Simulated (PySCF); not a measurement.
**Two-dimensional NMR puzzle**

Compound of formula C8H11N. Correlations simulated from computed shifts and the bond graph:

HSQC (one-bond C–H):
```csv
δH,δC
7.49,140.9
6.74,120.8
6.55,115.0
2.66,34.8
1.38,16.6
```

COSY cross peaks (H two or three bonds apart, from the bond graph; peaks can be absent where the dihedral angle is near 90°):
```csv
δH,δH
7.49,6.74
7.49,6.55
2.66,1.38
```

HMBC (two and three bonds, from the bond graph):
```csv
δH,δC
7.49,"158.5, 140.9, 120.8, 115.0"
6.74,"140.9, 115.0"
6.55,"158.5, 140.9, 120.8, 115.0"
2.66,"158.5, 16.6"
1.38,34.8
```

Carbons without hydrogens: δ 158.5.

Level of theory: PBE0-D3(BJ)/def2-SVP structure, HF/pcSseg-1 with gauge-including orbitals, in PySCF 2.14 (rapidly exchanging positions averaged, in vacuum, no relativistic terms, single conformer).

Scale: 1H (σref 31.69) and 13C (σref 190.85) against TMS (reference shieldings calculated alike).

Exchangeable hydrogens are left out of these lists.

Q: Assemble the structure.

A: `CCNc1ccccc1`.

Atoms are numbered as in `[CH3:1][CH2:2][NH:3][c:4]1[cH:5][cH:6][cH:7][cH:8][cH:9]1` (H(Xn): hydrogen on atom n).

- δC 158.5 is C4, an aromatic carbon bearing nitrogen.
- δC 140.9 is C6/C8, an aromatic CH (δH 7.49).
- δC 120.8 is C7, an aromatic CH (δH 6.74).
- δC 115.0 is C5/C9, an aromatic CH (δH 6.55).
- δC 34.8 is C2, an sp3 CH2 bonded to N (δH 2.66).
- δC 16.6 is C1, a methyl carbon (δH 1.38).
- HMBC from δH 7.49 reaches the proton-free carbon C4.
- HMBC from δH 6.55 reaches the proton-free carbon C4.
- HMBC from δH 2.66 reaches the proton-free carbon C4.
- COSY links 7.49–6.74, 7.49–6.55, 2.66–1.38.

This is the structure that produced the data.

Exchangeable OH/NH protons stand at their gas-phase positions; hydrogen bonding in a real sample shifts them, mostly to higher δ. Shifts are as computed. Against solution values, carbons near 30 ppm lie about -0 ppm off and those near 130 ppm about +7 ppm. Of 1211 compounds with measured shifts, 218 miss one by over three times the rms of a fit or turn the order of signals round; such compounds aren't used in these exercises.
